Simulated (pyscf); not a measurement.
H₃Si–AsH–Ga [singlet] -> H₃Si–As=GaH, a concerted two-bond exchange (singlet surface; As–H, H–Si broken, Ga–H, H–Si formed). Optimised with ωB97X-D3(BJ)/def2-SVP in PySCF. MP2 and CC: frozen core, UHF for open shells. ΔMP2 is the change of the MP2 total energy from the triple- to the quadruple-zeta basis. Energies in eV from the reactant's lowest minimum found.

Small-basis levels: PySCF, no dispersion term, spherical d functions. 

Problem. In single points SVWN5/6-31G*+LANL2DZ puts the saddle at 2.20 eV and the reaction energy at +0.27 eV. Should these be trusted to within a few kcal/mol? Compare with CCSD(T)/def2-TZVPP + ΔMP2(QZVPP).

Solution. CCSD(T)/def2-TZVPP + ΔMP2(QZVPP) gives ΔE‡ = 2.63 eV and ΔE = +0.24 eV. SVWN5/6-31G*+LANL2DZ lies 0.43 eV under it in the barrier and 0.02 eV over it in the reaction energy, so on this step it does not hold to within 0.13 eV. CCSD(T)/def2-TZVPP + ΔMP2(QZVPP) has limits of its own. H₃Si–As=GaH is closed by a dative Ga–Si contact. This is the saddle that the search found; another between the same sides may lie lower. A restricted solution here is unstable towards spin polarisation, so biradical character is likely and single-reference numbers are less safe. The CCSD(T) − MP2 part came from Ansatz, without density fitting, on the same reference. The frozen core leaves the outer d or s,p core shells of the metals and heavy elements correlated in the MP2 and CC values, and def2-TZVPP describes them poorly, which can shift differences by a few kcal/mol. In the def2 sets elements up to Kr have no core potential.
